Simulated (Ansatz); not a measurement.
Start from `C[NH][Ga]([F])[Cl]` and change one element to get `C[NH][Al]([F])[Cl]`.

Ansatz, PBE0-D4/def2-TZVP geometries, multiplicity 1. Each molecule was computed in one conformer, which needn't be the lowest.

Scalar relativity is left out up to krypton.

| property | `C[NH][Ga]([F])[Cl]` |
| --- | --- |
| LUMO energy (ωB97M-V/def2-TZVPP) / eV | 0.91 |
| HOMO–LUMO gap (ωB97M-V/def2-TZVPP) / eV | 10.62 |
| HOMO energy (B3LYP/def2-TZVPP) / eV | -7.16 |
| LUMO energy (B3LYP/def2-TZVPP) / eV | -1.32 |
| HOMO energy (ωB97M-V/def2-TZVPP) / eV | -9.70 |
| size of the dipole moment (PBE/def2-TZVPP) / D | 3.01 |

Problem. What does the change do to each property? (Estimate.)

Solution. Computed: 
```json
{"property": "LUMO energy (ωB97M-V/def2-TZVPP) / eV", "`C[NH][Al]([F])[Cl]`": "1.07", "shift": "0.16"}
{"property": "HOMO–LUMO gap (ωB97M-V/def2-TZVPP) / eV", "`C[NH][Al]([F])[Cl]`": "10.67", "shift": "0.05"}
{"property": "HOMO energy (B3LYP/def2-TZVPP) / eV", "`C[NH][Al]([F])[Cl]`": "-7.05", "shift": "0.11"}
{"property": "LUMO energy (B3LYP/def2-TZVPP) / eV", "`C[NH][Al]([F])[Cl]`": "-0.87", "shift": "0.45"}
{"property": "HOMO energy (ωB97M-V/def2-TZVPP) / eV", "`C[NH][Al]([F])[Cl]`": "-9.61", "shift": "0.09"}
{"property": "size of the dipole moment (PBE/def2-TZVPP) / D", "`C[NH][Al]([F])[Cl]`": "2.46", "shift": "-0.55"}
```

With PBE0 the HOMO rises by 0.10 eV and the LUMO rises by 0.40 eV, so the gap widens by about 0.30 eV. PBE moves the HOMO by 0.11 eV and ωB97M-V by 0.09 eV. Dipoles are sizes alone; their direction can turn.

Positive LUMOs are unbound, so they and the gaps depend on the basis.

B3LYP here is the variant with VWN-RPA as its local correlation; programs differ in this.
